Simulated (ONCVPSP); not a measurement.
**Varying the ONCV potential for O (Z = 8)**

Base potential:

| Property | Result |
| --- | --- |
| Element | oxygen (O) |
| Generator | ONCVPSP 4.0.1 |
| Type | optimised norm-conserving Vanderbilt (ONCV) |
| Functional | PBEsol |
| Relativity | non-relativistic |
| Frozen core | [He] |
| Valence charge | 6 |
| Reference configuration | 2s1 2p5 |
| Partial waves | 2s: rc 0.80 bohr, ncon 4, nbas 8, qcut 9.2 1/bohr, local; 2p: rc 1.70 bohr, ncon 5, nbas 8, qcut 9 1/bohr, 2 projectors, debl 1.7 Ha; d scattering state at 0.4 Ha: rc 1.80 bohr, ncon 5, nbas 8, qcut 6.2 1/bohr, 1 projector |
| Local potential | the s channel |
| Core correction | none |

All-electron outer shells of the reference configuration (PBEsol, non-relativistic, ld1.x):

```json
{"shell": "1s", "level (eV)": "-513.01", "outermost node (bohr)": "–", "outermost maximum (bohr)": "0.13"}
{"shell": "2s", "level (eV)": "-24.22", "outermost node (bohr)": "0.28", "outermost maximum (bohr)": "0.88"}
{"shell": "2p", "level (eV)": "-9.40", "outermost node (bohr)": "–", "outermost maximum (bohr)": "0.82"}
```

Cutoffs, loose and tight: the cutoffs (Ha) at which the residual kinetic energy of the hardest occupied pseudo-wave falls to 1 and 0.1 mHa per electron. They do not see the model core or the augmentation charge, which bear on the density cutoff. Test errors are all-electron minus pseudo excitation energies from the reference, over the configurations 2s2 2p4; 2s2 2p3; 2s2 2p2; 2s0 2p6. A dash means not determined; rows that change the core or the reference have their own tests.

```csv
change,outcome,"cutoff, loose","cutoff, tight",bound ghosts,GHOST(+) flags above zero,largest test error (meV)
base,generated,40 Ha,130 Ha,none,none,+430
s: qcut 5.8; p: qcut 5.7; d: qcut 3.9,generated,224 Ha,275 Ha,none,none,+876
s: qcut 7.7; p: qcut 7.5; d: qcut 5.2,generated,74 Ha,247 Ha,none,none,+571
s: qcut 9.4; p: qcut 9.2; d: qcut 6.3,generated,40 Ha,116 Ha,none,none,+419
s: qcut 10; p: qcut 9.8; d: qcut 6.7,generated,41 Ha,56 Ha,none,none,+386
s: qcut 10.9; p: qcut 10.7; d: qcut 7.3,generated,44 Ha,54 Ha,none,none,+354
s: qcut 11.5; p: qcut 11.3; d: qcut 7.8,generated,46 Ha,57 Ha,none,none,+340
s: qcut 12.5; p: qcut 12.2; d: qcut 8.4,generated,48 Ha,60 Ha,none,none,+294
s: qcut 13.2; p: qcut 12.9; d: qcut 8.9,generated,48 Ha,61 Ha,none,none,+337
```

(1) What comes out with this change to the base: s: qcut 8.7; p: qcut 8.5; d: qcut 5.8?

(2) What comes out with this change to the base: s: qcut 6.9; p: qcut 6.8; d: qcut 4.7?

Results:

(1) outcome: generated; cutoff, loose: 40 Ha; cutoff, tight: 210 Ha; bound ghosts: none; GHOST(+) flags above zero: none; largest test error (meV): +468.

(2) outcome: generated; cutoff, loose: 147 Ha; cutoff, tight: 262 Ha; bound ghosts: none; GHOST(+) flags above zero: none; largest test error (meV): +675.
